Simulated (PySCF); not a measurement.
**CH11ClSi4: full NMR table**

* Formula: CH11ClSi4
* SMILES: C[Si]([SiH3])([SiH3])[SiH2]Cl
* Point group of the computed structure: C1
* Degrees of unsaturation: 0
* Carbon signals: 1
* Proton signals: 3

Atoms are numbered as in `[CH3:1][Si:2]([SiH3:3])([SiH3:4])[SiH2:5][Cl:6]`. Each H is labelled by its parent atom.

Calculated, not measured (PySCF 2.14): σ from GIAO-PBE0/pcSseg-1, coordinates at the GFN2-xTB level. Rapidly exchanging positions averaged, gas phase, no relativistic terms, single conformer.

δ = σ(ref) − σ, references computed at the same level: 1H (σ = 31.72 ppm), 13C (σ = 186.93 ppm), 29Si (σ = 349.16 ppm) vs TMS.

| carbon | δC, type | δH (multiplicity) | HMBC from (2–3 bonds) | span of the C tensor (ppm) |
| --- | --- | --- | --- | --- |
| C1 | -6.4, CH3 | 0.19 (s) | H(Si5), H(Si3)/H(Si4) | 7 |

Other nuclei:
| atoms | nucleus | environment | δ (ppm) | σ (ppm) |
| --- | --- | --- | --- | --- |
| H(Si5) | 1H | hydrogen on a silicon bonded to Cl, Si | 5.46 | 26.26 |
| H(Si3)/H(Si4) | 1H | hydrogen on a silicon bonded to Si | 3.64 | 28.08 |
| Si5 | 29Si | silicon bonded to Cl, Si, 2 H | -23.9 | 373.0 |
| Si2 | 29Si | silicon bonded to C, 3 Si | -94.1 | 443.2 |
| Si3/Si4 | 29Si | silicon bonded to Si, 3 H | -107.6 | 456.7 |

- δC -6.4: methyl carbon bonded to Si; an electropositive neighbour leaves it electron-rich and shielded.
- δH 5.46: hydrogen on a silicon bonded to Cl, Si.
- δH 3.64: hydrogen on a silicon bonded to Si.
- δH 0.19: hydrogen on a methyl carbon bonded to Si; an electropositive neighbour shields it, as in TMS itself.

Shifts are as computed. Against solution values, carbons near 30 ppm lie about +3 ppm off and those near 130 ppm about +5 ppm. Of 1309 compounds with measured shifts, 239 miss one by over three times the rms of a fit or turn the order of signals round; such compounds aren't used in these exercises. No couplings were computed; multiplicities are counted from neighbouring protons, with m where these are inequivalent, close in shift, in a saturated or five-membered ring or joined by F or P, and br s for small geminal =CH2 splittings.
